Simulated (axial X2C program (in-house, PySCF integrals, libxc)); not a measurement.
# Potential curves of NaI, 2c

Computed with an in-house all-electron X2C program for linear molecules (integrals from PySCF). Two-component (2c) means X2C with spin–orbit coupling and atomic mean-field two-electron Coulomb and Gaunt terms. Basis: I dyall-cv3z [11s12p8d4f1g], Na dyall-cv3z [9s8p5d2f] (cores contracted in-house); Gaussian nuclei, density fitting, unrestricted open shells. Masses: I 126.904 u, Na 22.990 u.

State: Ω = 0 (closed shell). Energies in eV from the fragments at the same level (I + Na). Fits are polynomials in 1 − R0/R over 0.85 to 1.23 times the lowest point R0.

```csv
R (Å),CCSD,CCSD(T),PBE0
2.3690,,,-2.5440
2.4779,-2.6575,-2.7189,-2.7963
2.5596,-2.7874,-2.8492,-2.9042
2.6413,-2.8612,-2.9233,-2.9592
2.7230,-2.8914,-2.9539,-2.9729
2.8183,-2.8848,-2.9478,-2.9515
2.9136,-2.8446,-2.9081,-2.8983
3.0361,-2.7583,-2.8225,-2.8000
3.1859,,,-2.6493
3.4037,,,-2.4040
```

Correlated methods: 8 electrons correlated (number of frozen shells: I 4 s, 3 p, 2 d; Na 2 s, 1 p), 268 virtual spin orbitals or spinors in MP2, 86 natural virtuals in coupled cluster.

One determinant describes the state; a PBE0 search over occupations chose it and may have missed a lower one. The closed shell is kept restricted, so the energy runs too high when the bond is stretched far. Dissociation energies refer to the lowest single-determinant-based atoms at the same level and basis. CCSD and (T) use frozen natural virtuals with an MP2 correction for the truncation; (T) itself is uncorrected, so its De runs slightly low. Without a current term, density functionals place determinants with orbital angular momentum somewhat too high. With the outer-core shells frozen, correlated bond lengths of heavy atoms tend to come out a few hundredths of an ångström too long. Coupled cluster ran on the points near the minimum only. MP2 and coupled cluster on one determinant become unreliable at the stretched end.

**Question.** Fit the CCSD curve near its minimum: give the equilibrium distance, the harmonic wavenumber and the well depth.

**Answer.** At CCSD, 2c: Re = 2.754 Å, ωe ≈ 252 cm⁻¹, De = 2.89 eV to I + Na; Be follows as 0.114 cm⁻¹.

**Question.** What are Re, ωe and De at the CCSD(T) level?

**Answer.** At CCSD(T), 2c: Re = 2.755 Å, ωe ≈ 251 cm⁻¹, De = 2.96 eV to I + Na; Be follows as 0.114 cm⁻¹.

**Question.** Fit the PBE0 curve near its minimum: give the equilibrium distance, the harmonic wavenumber and the well depth.

**Answer.** At PBE0, 2c: Re = 2.716 Å, ωe ≈ 257 cm⁻¹, De = 2.97 eV to I + Na; Be follows as 0.117 cm⁻¹.
